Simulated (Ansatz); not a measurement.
`F[SiH2][O][GeH3]` + `[AlH2][Cl]` → `F[SiH2][AlH][Cl]` + `[OH][GeH3]`  (formal exchange of groups at the Si–O bond)

Computed with Ansatz on PBE0-D4/def2-TZVP structures; ΔE is electronic, products minus reactants. CCSD(T)/CBS adds triple-zeta CCSD(T) − MP2 to the extrapolated MP2 energy (def2 sets, frozen cores). This one scheme is used for every species. DFT in def2-TZVPP. For Ge outer-core shells are correlated without core-valence functions, which leaves a few kJ/mol of doubt a bond. Scalar relativity is left out up to krypton. One conformer a species, not always the lowest.

CCSD(T)/CBS gives +33.9 kcal/mol.

Another level gave +29.1 kcal/mol. Which?
A. PBE0/def2-TZVPP
B. PBE-QIDH/def2-TZVPP
C. CAM-B3LYP/def2-TZVPP
D. MP2/def2-TZVPP

A. PBE0 29.1, MP2/def2-TZVPP 36.2, PBE-QIDH 33.1, CAM-B3LYP 34.9 kcal/mol.

Largest T1 diagnostic among the species: 0.012.

From r2SCAN to r2SCAN0 (25 % exact exchange), in def2-TZVPP and without D4, ΔE moves by +1.1 kcal/mol. Leaving LDA and LC-ωPBE aside and taking each functional with its dispersion term where it has one, the values, not all of them listed here, spread over 9.2 kcal/mol, from PBE-D4 to BHLYP-D4. LDA lies +2.1 kcal/mol from PBE without D4. In def2-TZVPP, CCSD(T) changes the Hartree–Fock value by −5.0 kcal/mol (the triples alone add −0.6 kcal/mol) and MP2 by −2.9 kcal/mol.
